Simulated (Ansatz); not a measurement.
A nudged elastic band was laid between two geometries of BFH2O + H4OSi (11 atoms, charge 0, multiplicity 1).

All numbers below come from RHF/6-31G* in Ansatz.

```json
{"movable images": "4", "climbing image": "no", "spring": "5.0 eV/Å²", "optimiser": "quadratic models (default)", "start path": "through a guess of the saddle point", "force threshold": "0.05 eV/Å", "iteration limit": "60", "end points": "relaxed"}
```

First end point:

```xyz
11
Properties=species:S:1:pos:R:3
B 0.000 -0.505 -0.188
H -0.628 -1.335 0.387
F 1.300 -0.421 0.031
O -0.521 0.290 -1.136
H -1.458 0.203 -1.232
O -0.407 1.147 1.958
Si 0.719 2.353 2.122
H 1.981 1.827 2.676
H 0.934 2.924 0.788
H 0.222 3.399 3.040
H -0.618 0.635 2.727
```

Last end point:

```xyz
11
Properties=species:S:1:pos:R:3
B 0.190 0.841 0.009
H -1.939 -2.200 2.196
F 1.374 0.697 -0.588
O -0.867 0.152 -0.459
H -0.657 -0.396 -1.202
O 0.066 1.662 1.059
Si 1.085 2.638 1.917
H 2.152 1.836 2.540
H 1.685 3.651 1.033
H 0.285 3.297 2.958
H -1.848 -1.661 1.710
```

Question: What changes between the two ends?

Answer: Bonds broken: B1–H2, O6–H11. Bonds formed: B1–O6, H2–H11. BFH2O + H4OSi becomes BFH4O2Si + H2.

Question: Give the energies along the band, and the barrier.

Answer: It converged. The highest image is number 0 of 0 to 5, 0.0 kcal/mol above the first end and 26.3 kcal/mol above the last; the last end lies 26.3 kcal/mol below the first. The highest image is an end point: on this band no image between the ends rises above it. Between wells the path still climbs a hump at image 2, 0.00 eV above the well before it. The orbitals stay closed-shell, which can raise the energy where a bond breaks towards radicals; this wasn't checked here.

```json
{"image": "0", "path coordinate (Å)": "0.00", "energy (kcal/mol)": "0.0", "B1–H2 (Å)": "1.19", "O6–H11 (Å)": "0.95", "B1–O6 (Å)": "2.74"}
{"image": "1", "path coordinate (Å)": "3.91", "energy (kcal/mol)": "-0.7", "B1–H2 (Å)": "1.19", "O6–H11 (Å)": "0.95", "B1–O6 (Å)": "2.83"}
{"image": "2", "path coordinate (Å)": "7.81", "energy (kcal/mol)": "-0.6", "B1–H2 (Å)": "1.19", "O6–H11 (Å)": "0.95", "B1–O6 (Å)": "3.70"}
{"image": "3", "path coordinate (Å)": "11.72", "energy (kcal/mol)": "-19.0", "B1–H2 (Å)": "2.46", "O6–H11 (Å)": "2.54", "B1–O6 (Å)": "1.36"}
{"image": "4", "path coordinate (Å)": "15.63", "energy (kcal/mol)": "-26.1", "B1–H2 (Å)": "3.41", "O6–H11 (Å)": "4.48", "B1–O6 (Å)": "1.34"}
{"image": "5", "path coordinate (Å)": "19.54", "energy (kcal/mol)": "-26.3", "B1–H2 (Å)": "4.31", "O6–H11 (Å)": "3.89", "B1–O6 (Å)": "1.34"}
```

The band took 54 iterations and of the order of 7 core-minutes.

Time of the run: 6.6 min on 1 thread of Arm Neoverse V1, on a shared host, peak memory 0.17 GiB.
